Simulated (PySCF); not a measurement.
Work out the structure from these simulated measurements.

Formula: C3H9NO2Si2.

| Item | Value |
| --- | --- |
| Triplet | lowest triplet excitation (Tamm–Dancoff): 2.52 eV [TDA PBE0/def2-SVPD] |
| 13C NMR | chemical shifts (computed TMS as zero) by class: 255.0 (1 C), 153.9 (1 C), 52.8 (1 C) ppm [GIAO PBE0/pcSseg-1] |
| UV, strongest line | among the 8 lowest singlet transitions: S8 at 6.20 eV (200 nm, f = 0.056) [TDDFT PBE0/def2-SVPD] |
| Dipole | 2.83 D [PBE0/def2-SVPD] |
| Rotational structure | rotational constants A, B, C: 1.926, 0.947, 0.698 GHz [GFN2-xTB] |
| NMR, other nuclei | isotropic shieldings of nuclei other than C and H, by class: -134 (1 N), -583 (1 O), 341 (1 O), 378 (1 Si), 420 (1 Si) ppm [GIAO PBE0/pcSseg-1] |
| UV, first state | lowest singlet excitation: 3.24 eV (382 nm, f = 0.004) [TDDFT PBE0/def2-SVPD] |

Electronic properties: PySCF, gas phase, density fitting. Levels stand in brackets. The structure is a single GFN2-xTB conformer in the gas phase; no vibrational or solvent corrections. Each NMR value is the plain mean over a class of atoms that symmetry, rotation or inversion makes alike.

Question: Give a SMILES that accounts for the data.

Answer: Numbering: `[CH2:1]=[N:2][CH2:3][SiH2:4][Si@@H:5]([OH:6])[CH:7]=[O:8]`. Its formula, C3H9NO2Si2, gives 2 degrees of unsaturation: 0 rings and 2 π bonds in the structure found. 3 carbons fall into 3 classes; from least to most shielded: carbonyl carbon [C7] (255.0 ppm), imine carbon [C1] (153.9 ppm), sp3 carbon bound to nitrogen [C3] (52.8 ppm). The other shieldings belong to: -134 ppm, imine nitrogen [N2]; -583 ppm, carbonyl oxygen [O8]; 341 ppm, silanol oxygen [O6]; 378 ppm, oxygen-bound silicon [Si5]; 420 ppm, SiH2 silicon [Si4]. S1 is mainly HOMO→LUMO (weight 0.96); the largest Löwdin shares of the orbital it empties are 0.47 on the carbonyl oxygen, 0.21 on the carbonyl carbon, 0.12 on the oxygen-bound silicon and 0.09 on the formyl hydrogen, of the orbital it fills 0.38 on the carbonyl carbon, 0.32 on the carbonyl oxygen, 0.11 on the oxygen-bound silicon and 0.06 on the SiH2 silicon. The optimised geometry has point group C1 and is an asymmetric top. Structure: `C=NC[SiH2][Si@@H](O)C=O`. Computed isomers that give other values at the same levels: `NC[C@@H]1[SiH2]O[SiH2]C1=O` (13C chemical shifts (computed TMS as zero) by class: 253.6 (1 C), 56.2 (1 C), 41.5 (1 C) ppm); `NC(=O)[Si@H]1CC[SiH2]O1` (13C chemical shifts (computed TMS as zero) by class: 182.6 (1 C), 10.6 (1 C), 9.0 (1 C) ppm); `C=N[SiH2][Si@@H](C=O)OC` (13C chemical shifts (computed TMS as zero) by class: 255.5 (1 C), 173.6 (1 C), 54.7 (1 C) ppm). The assignments are read from this structure; whether some other isomer fits the data as well wasn't checked. The mirror image fits equally.
